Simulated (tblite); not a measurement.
Compound: C7H9FO.
Structure used (GFN2-xTB), in Å, numbered top down from 1:
```xyz
18
C7H9FO angstrom
C      3.2478   -0.7371   -0.0017
C      1.9504   -0.7194    0.2401
C      1.0823    0.4757    0.0412
C      0.1684    0.8103    1.2053
C     -0.9516    0.4977    0.5483
O     -2.2535    0.5040    0.8740
C     -3.1419    0.0295   -0.1202
C     -0.2380    0.1996   -0.7482
F     -0.3823   -1.0694   -1.2564
H      3.7680    0.1322   -0.3704
H      3.8446   -1.6178    0.1605
H      1.4415   -1.5987    0.6093
H      1.6617    1.3130   -0.3556
H      0.3841    1.1643    2.1923
H     -4.1307    0.0350    0.3338
H     -2.8860   -0.9867   -0.4312
H     -3.1400    0.6849   -0.9967
H     -0.4336    0.8891   -1.5762
```

Computed with GFN2-xTB (tblite): harmonic, unscaled wavenumbers at the GFN2-xTB geometry, gas phase. Errors from tens to a few hundred cm⁻¹ against measured bands are possible. One conformer, not necessarily the lowest.

Harmonic wavenumbers (cm⁻¹): 55.4, 57.0, 93.7, 158.6, 169.6, 204.7, 286.6, 336.9, 370.4, 459.9, 480.1, 620.6, 671.2, 726.4, 762.9, 850.5, 897.0, 910.7, 970.9, 1005.5, 1021.1, 1041.6, 1098.0, 1118.4, 1122.8, 1144.4, 1154.2, 1178.4, 1204.6, 1241.0, 1273.7, 1299.1, 1311.1, 1405.0, 1414.8, 1466.8, 1472.5, 1708.2, 1718.9, 2921.3, 2944.2, 2946.4, 2969.3, 3036.9, 3076.4, 3098.5, 3130.9, 3169.9.

A = 3793, B = 1008, C = 859.6 MHz; mass 128.064 u (most abundant isotopes); point group C1, symmetry number 1.

Task: Zero-point energy?

Result: Half the sum of the wavenumbers: 30888 cm⁻¹ = 88.31 kcal/mol.

Task: Entropy at 350 K, 1 bar (ideal gas, RRHO, classical rotation)?

Result: Translation 41.28, rotation 29.45, vibration 32.67: S = 103.4 cal/(mol K).

Task: And Cp and H(350 K) − H(0)?

Result: Cp = 41.16 cal/(mol K), of which vibrations give 33.22 (their classical limit is 48 R = 95.4); H(350 K) − H(0) = 8.66 kcal/mol without the zero-point energy, 5.88 from vibrations.

Task: Which modes carry the vibrational entropy at 350 K?

Result: 55.4 cm⁻¹: 4.93; 57.0 cm⁻¹: 4.88; 93.7 cm⁻¹: 3.90; 158.6 cm⁻¹: 2.87; 169.6 cm⁻¹: 2.74; 204.7 cm⁻¹: 2.39 cal/(mol K); the other 42 give 10.97 together.

Task: How do the functions run with temperature in this model?

Result: 
| T (K) | S (cal/(mol K)) | Cp (cal/(mol K)) | H − H(0) (kcal/mol) | G − H(0) (kcal/mol) | ln q(vib) |
| --- | --- | --- | --- | --- | --- |
| 50 | 58.5 | 13.3 | 0.51 | -2.42 | 0.53 |
| 100 | 69.4 | 18.5 | 1.31 | -5.63 | 1.76 |
| 298.15 | 97.2 | 36.1 | 6.66 | -22.33 | 6.73 |
| 373.15 | 106.1 | 43.4 | 9.64 | -29.95 | 8.55 |
| 500 | 120.4 | 54.1 | 15.85 | -44.33 | 11.59 |
| 750 | 145.4 | 69.0 | 31.40 | -77.63 | 17.44 |
| 1000 | 166.6 | 78.4 | 49.91 | -116.69 | 22.93 |

q(vib) and H(0) count from the zero-point level.

Task: What must be added to the electronic energy to get the Gibbs energy at 350 K and 1 bar?

Result: ZPE + [H(350 K) − H(0)] − T·S = 88.31 + 8.66 − 36.19 = 60.78 kcal/mol.

Hindered rotation and anharmonicity are outside this model. Other conformers, if any are populated, would add a mixing term that is left out. The structure is chiral; the term R ln 2 for an equal mix with its mirror image is left out.
